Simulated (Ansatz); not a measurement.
Ideal-gas functions of ClFH4OSi2, SMILES `O[Si](F)([SiH3])Cl` at 800 K and 1 bar, from an Ansatz frequency run at PBE0-D4/def2-TZVP.

Molar mass 130.65 g/mol, point group C1 (symmetry number 1), electronic degeneracy 1, moments of inertia 182.665, 292.26, 342.822 u Å². Harmonic wavenumbers (cm⁻¹, unscaled): 89, 108, 139, 191, 253, 269, 309, 441, 510, 524, 580, 798, 850, 902, 931, 935, 970, 2231, 2245, 2247, 3902.

Use S(trans) = R[1.5 ln M + 2.5 ln T − 1.1517]; rotational temperatures θ = 24.2544 K / I; S(rot) = R[ln(√π/σ · √(T³/θAθBθC)) + 1.5]; for each mode x = 1.438777 ν̃/T, S = R[x/(eˣ − 1) − ln(1 − e⁻ˣ)] and H = RT x/(eˣ − 1); 1 cm⁻¹ = 0.0119627 kJ/mol; R = 8.31446 J/(mol·K).

Task: By hand: the entropy, in J/(mol·K).

Result: Translation 190.1. Rotation: θ = 0.1328, 0.083, 0.0707 K, giving 130.4. Vibration, mode by mode: 23.56, 21.95, 19.86, 17.24, 14.93, 14.43, 13.31, 10.46, 9.32, 9.11, 8.33, 5.99, 5.55, 5.15, 4.94, 4.91, 4.67, 0.77, 0.75, 0.75, 0.06, in all 196.0. Electronic 0.0. Sum 516.5 J/(mol·K).

Task: By hand: H − E and G − E in kJ/mol, counted from the electronic energy.

Result: Zero-point energy ½ × 19424 × 0.0119627 = 116.2; thermal vibration 72.7; translation, rotation and pV give 4 RT = 26.6. H − E = 215.5 kJ/mol, and G − E = 215.5 − 800 × 516.5/1000 = -197.7 kJ/mol.

Vibration gives 38 % of the entropy, 65.4 J/(mol·K) of it from the modes under 150 cm⁻¹: soft modes count most, and the harmonic formula is weakest for them. The sum counts one conformer and one mirror image; others add a mixing term.
